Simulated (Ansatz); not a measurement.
Geometry optimisation, RKS PBE-D4/def2-SVP in Ansatz.

input.yaml

```yaml
crystal:
  periodic: [false, false, false]
  atoms:
    - { symbol: Ge, position_ang: [0.210765, 0.0, -0.04774] }
    - { symbol: Cl, position_ang: [0.381744, 0.0, 2.153103] }
    - { symbol: H, position_ang: [1.659843, 0.0, -0.589486] }
    - { symbol: Cl, position_ang: [-0.765747, 1.797672, -0.71572] }
    - { symbol: Cl, position_ang: [-0.765747, -1.797672, -0.71572] }
    - { symbol: Br, position_ang: [-3.188869, 0.0, 1.180309] }
    - { symbol: H, position_ang: [-2.179489, 0.0, 2.297353] }
basis:
  gaussian: { orbitals: def2-SVP }
hamiltonian:
  xc: pbe
  dispersion: d4
relax:
  f_tol: 0.03
  max_steps: 50
```

Run as:

```bash
$ ansatz run input.yaml --threads 4 --pin off --max-ram 5120MiB --backend cpu --events-out ev --progress --plain --runs-dir out
```

Where does it end, and by what steps?

The run converged. After 9 steps the energy has fallen by 0.162 eV; Br6 moved furthest, 0.57 Å.

```tsv
step	energy less start (eV)	largest force component (eV/Å)	accepted
0	0.0000	1.164	yes
1	-0.1135	0.346	yes
2	-0.1368	0.203	yes
3	-0.1493	0.166	yes
4	-0.1264	1.081	no
5	-0.1584	0.045	yes
6	-0.1586	0.345	yes
7	-0.1619	0.034	yes
8	-0.1623	0.031	yes
9	-0.1624	0.004	yes
```

```xyz
7
Properties=species:S:1:pos:R:3
Ge 0.344 0.000 -0.096
Cl 0.292 0.000 2.080
H 1.815 0.000 -0.556
Cl -0.686 1.756 -0.786
Cl -0.686 -1.756 -0.786
Br -3.547 0.000 1.623
H -2.180 0.000 2.082
```

Whether the end is a true minimum wasn't checked by a vibrational analysis.

Run time: 5.5 s on 4 threads of AMD EPYC 9R45 96-Core Processor (Zen 5), with other jobs on the host, peak memory 0.22 GiB.
